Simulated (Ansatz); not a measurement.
CH4BFN2 can be A, `NC1(F)BN1`, or B, `FB1NCN1`.

Calculated with Ansatz (gas phase, PBE0-D4/def2-TZVP geometries, no zero-point term in ΔE). CCSD(T)/CBS is the MP2 limit (def2-TZVPP, def2-QZVPP) plus CCSD(T) − MP2 in def2-TZVPP, frozen cores. Functionals use def2-TZVPP. B3LYP here is the variant with VWN-RPA as its local correlation; programs differ in this. Each species was taken in one conformer, which may not be the lowest.

Which is lower in electronic energy at CCSD(T)/CBS, and by how much? (Best estimate.)

Computed: B, by 319.2 kJ/mol.

Give E(B) − E(A) in kJ/mol with CCSD/def2-TZVPP, B3LYP, PBE-D4, ωB97M-V, LDA (SPW92), CCSD(T)/def2-SVP, r2SCAN-D4. (An estimate is asked.)

Ansatz gave: CCSD/def2-TZVPP -324.2, B3LYP -307.6, PBE-D4 -296.5, ωB97M-V -308.7, LDA (SPW92) -301.7, CCSD(T)/def2-SVP -317.1, r2SCAN-D4 -307.7. None reverses the order clearly.

Does the order hold for the free energy at 298.15 K (harmonic terms from PBE0-D4)? (Estimate.)

Ansatz gave: Yes: G(B) − G(A) = -305.9 kJ/mol, for one conformer each.

Largest T1 diagnostic: 0.013.

In def2-TZVPP, CCSD(T) changes the Hartree–Fock value by +13.1 kJ/mol (the triples alone add +3.4 kJ/mol) and MP2 by +6.9 kJ/mol. From PBE to PBE0 (25 % exact exchange), in def2-TZVPP and without D4, E(B) − E(A) moves by −12.8 kJ/mol.
